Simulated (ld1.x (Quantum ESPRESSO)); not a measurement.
**Scattering properties, ultrasoft potential for gallium (Ga)**

- Element: Ga (Z = 31)
- Generator: ld1.x (Quantum ESPRESSO) 7.5
- Type: ultrasoft
- Functional: PBEsol
- Relativity: scalar-relativistic
- Frozen core: [Ar] 3d10
- Valence charge: 3
- Reference configuration: 4s2 4p0.75 (charge +0.25)
- Partial waves: 4s (bound): rcut 1.50, rcutus 1.80 bohr; 4s channel at -0.45 Ry: rcut 1.50, rcutus 1.80 bohr; 4p (bound): rcut 2.35, rcutus 2.80 bohr; 4p channel at 0.8 Ry: rcut 2.35, rcutus 2.80 bohr
- Local potential: all-electron potential smoothed inside 2.20 bohr (lloc = -2)
- Core correction: a·sin(br)/r model core, default radius (core density twice the valence density)
- Augmentation charge: built from norm-conserving waves at rcut, not smoothed further

The phase is arctan(r·u′/u) with u = r·R(r), unwrapped; energies in Ry, scanned from -3 to 5 Ry. A pole is an energy at which the radial function vanishes at the test radius. The pseudo phase is shifted by a multiple of π to meet the all-electron one at the reference energy, and phase errors are pseudo minus all-electron; the curves can meet again beyond the range given. Levels narrower than the energy grid can be missing from the lists of poles.

Question: For each channel, where are the poles, and over which energies does the pseudopotential scatter like the atom?

Answer:

```
channel  radius (bohr)  reference energy (Ry)  poles, all-electron  poles, pseudo  unbroken range about the reference energy with phases within 0.05 rad  phase error 1 Ry above the reference energy (rad)
      s           3.03                  -0.78          -0.23, 4.93          -0.23                                                        the whole range                                             -0.000
      p           3.03                  -0.30                 0.67           0.67                                                              below 2.5                                             +0.000
```

Phases in the p channel:

```tsv
E (Ry)	all-electron	pseudo
-3.00	1.360	1.360
-2.52	1.335	1.335
-2.04	1.298	1.298
-1.56	1.236	1.236
-1.08	1.104	1.104
-0.60	0.621	0.621
-0.12	-1.005	-1.005
0.36	-1.465	-1.465
0.84	-1.611	-1.611
1.32	-1.708	-1.708
1.80	-1.815	-1.818
2.28	-2.009	-2.026
2.76	-2.642	-2.802
3.24	-3.976	-4.129
3.72	-4.398	-4.468
4.20	-4.540	-4.592
4.68	-4.613	-4.661
```
